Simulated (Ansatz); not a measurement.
Relaxation of Cl$_{3}$H$_{2}$Sn (6 atoms, charge 0, multiplicity 2), to a largest force component of 0.03 eV/Å in at most 50 steps.

Theory: Ansatz 0.2.0, UKS PBE-D4/def2-SVP.

```xyz
6
Properties=species:S:1:pos:R:3:forces:R:3
Sn 0.000 0.000 -0.026 0.00 0.00 -0.02
H 0.000 0.000 1.711 0.00 0.00 0.12
Cl 2.178 0.000 -0.907 0.08 0.00 0.01
Cl -1.088 1.887 -0.907 -0.04 0.07 0.01
Cl -1.088 -1.887 -0.907 -0.04 -0.07 0.01
H 0.000 0.000 3.567 0.00 0.00 -0.12
```

Q: Where does it end, and by what steps?

A: The forces met the threshold. The force dipped under the threshold on the way, but the program's further checks kept it going. After 14 steps the energy has fallen by 1.640 eV; H2 moved furthest, 1.04 Å. Parted: Sn1–H2 (1.74 → 3.04 Å). Joined: H2–H6 (1.86 → 0.77 Å).

```tsv
step	energy less start (eV)	largest force component (eV/Å)	accepted
0	0.0000	0.125	yes
1	-0.0085	0.194	yes
2	-0.0666	0.662	yes
3	-0.2732	1.768	yes
4	-0.5046	2.390	yes
5	-1.3640	1.694	yes
6	-0.9318	8.715	no
7	-1.4560	1.550	yes
8	-1.5449	0.386	yes
9	-1.5890	0.414	yes
10	-1.6328	0.283	yes
11	-1.6375	0.062	yes
12	-1.6388	0.028	yes
13	-1.6396	0.034	yes
14	-1.6397	0.005	yes
```

```xyz
6
Properties=species:S:1:pos:R:3
Sn 0.001 0.000 -0.290
H 0.001 0.000 2.747
Cl 2.236 0.000 -1.147
Cl -1.117 1.936 -1.147
Cl -1.117 -1.936 -1.147
H -0.001 0.000 3.518
```

Whether the end is a true minimum wasn't checked by a vibrational analysis.

Run time: 23 s on 4 threads of Arm Neoverse V2, on a shared host, peak memory 0.21 GiB.
